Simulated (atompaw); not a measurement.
## Ti (Z = 22): one change to a PAW (atompaw) potential, before and after

```json
{"Element": "Ti (Z = 22)", "Generator": "atompaw 4.2.0.5", "Type": "PAW", "Functional": "PBEsol", "Relativity": "scalar-relativistic", "Frozen core": "[Ne] 3s2", "Valence charge": "10", "Reference configuration": "3p6 3d2 4s1.75 4p0 (charge +0.25)", "Partial waves": "4s (bound): rc 2.45 bohr; 4s channel at 3.4 Ry: rc 2.45 bohr; 3p (bound): rc 1.40 bohr; 4p (bound, empty): rc 2.45 bohr; 3d (bound): rc 2.45 bohr; 3d channel at 1.15 Ry: rc 2.45 bohr", "Local potential": "ultrasoft scheme with l = 3 at 0 Ry, radius 2.20 bohr", "Core correction": "smooth core density matched at 1.45 bohr", "Augmentation charge": "besselshape compensation charge, radius 2.05 bohr; PAW radius 2.45 bohr; waves and projectors: custom polynom vanderbiltortho"}
```

Change: local potential vpsmatchnc scheme with l = 3 at 0 Ry, radius 2.20 bohr.

Cutoffs: the cutoffs (Ry, on a coarse ladder) from which the occupation-weighted sum of valence levels, in a spherical-Bessel basis at the reference potential, stays within 10 and 1 mRy of its value at 400 Ry; they do not see the model core or the augmentation charge, which bear on the density cutoff.

What does the change do?

The potential gets neither clearly harder nor softer (35 Ry and 70 Ry → 35 Ry and 70 Ry); the bound ghosts move from s to p, s; the range in which the p phases agree narrows (upper end 4.9 → 0.2); the range in which the d phases agree widens (upper end 2.2 → at the end of the scan). A state that the projectors do not describe sees the local part alone, so a deeper or shallower local part can create or remove a ghost.

| quantity | base | changed |
| --- | --- | --- |
| cutoff, loose | 35 Ry | 35 Ry |
| cutoff, tight | 70 Ry | 70 Ry |
| loose cutoff by channel (10 mRy a level) | s 6 Ry, p 30 Ry, d 12 Ry | s 8 Ry, p 30 Ry, d 12 Ry |
| bound ghosts | s | s, p |
| s: phases at 2.46 bohr within 0.05 rad from the reference energy up to (Ry; the scan ends near 5) | to the end of the scan | to the end of the scan |
| p: phases at 2.46 bohr within 0.05 rad from the reference energy up to (Ry; the scan ends near 5) | 4.9 | 0.2 |
| d: phases at 2.46 bohr within 0.05 rad from the reference energy up to (Ry; the scan ends near 5) | 2.2 | to the end of the scan |
| lowest overlap eigenvalue by channel | s 0.11, p 0.53, d 0.93 | s 0.09, p 0.49, d 0.92 |

 A true bound ghost makes a file unfit for plane-wave use even where its test errors are small: the radial tests pick states by their node count and pass the ghost by. The cutoffs see the waves, projectors and local potential, not the compensation charge or the core.
